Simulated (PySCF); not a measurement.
# LaF: frontier orbitals

RHF at R = 2.046 Å; La x2c-TZVPPall, F x2c-TZVPPall; spin-free X2C with a Gaussian nucleus (PySCF 2.14). State: singlet, about 0.1 electrons in the 4f shell (Mulliken). Only the outer orbitals are listed, counted within each symmetry.

| orbital | occ. | ε (eV) | on La (%) | main shells (%) |
| --- | --- | --- | --- | --- |
| 12σ | 2 | -41.98 | 9 | 90 F s |
| 6π | 2 | -29.44 | 99 | 100 La p |
| 6π | 2 | -29.44 | 99 | 100 La p |
| 13σ | 2 | -29.22 | 89 | 89 La p |
| 7π | 2 | -16.78 | 7 | 93 F p |
| 7π | 2 | -16.78 | 7 | 93 F p |
| 14σ | 2 | -16.59 | 16 | 83 F p |
| 15σ | 2 | -5.22 | 100 | 87 La s |
| 8π | 0 | 0.32 | 100 | 89 La p, 11 La d |
| 8π | 0 | 0.32 | 100 | 89 La p, 11 La d |
| 16σ | 0 | 0.66 | 99 | 70 La p, 27 La d |

Q: Which are the highest filled and the lowest empty level, where do they sit, and how wide is the gap?

A: Highest filled 15σ at -5.22 eV (in %: 87 La s); lowest empty 8π at 0.32 eV (in %: 89 La p, 11 La d); the gap at RHF is 5.54 eV. An empty level above zero is unbound, and its energy depends on the basis.

| Property | Result |
| --- | --- |
| bond order (Mayer) | 0.83 |
| ⟨S²⟩ | 0.000 |
| charge on La (Mulliken, basis-dependent) | 0.51 |
| charge on La (Löwdin, basis-dependent) | 0.14 |
| dipole moment (positive dipole means La(−)F(+)) | -1.51 D |
| polarisability along the bond | 162.1 bohr³ |
| polarisability across the bond | 231.9 bohr³ |

Spin–orbit coupling is left out.
